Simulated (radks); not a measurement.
The mean radii <r> (bohr) of the occupied orbitals of an atom or ion are listed with their occupations. Calculated with a radial shooting solver on a logarithmic mesh with Libxc functionals: non-relativistic Kohn-Sham, r2SCAN, spin-unpolarised, spherical densities, point nucleus; meta-GGA in the generalised Kohn-Sham scheme.

orbital  occ.      <r>
1s          2  0.09141
2s          2   0.4437
2p          6   0.4057
3s          2    1.408
3p          2    1.521

Name the element and its charge.

Answer. Z = 17, chlorine, charge +3: Cl3+ in [Ne] 3s2 3p2. The 1s radius gives Z: for a bare nucleus <r> = 1.5/Z, 0.08824 bohr for Z = 17, and screening makes it slightly larger (0.09141 here). The occupations add up to 14, and the charge is Z minus that.
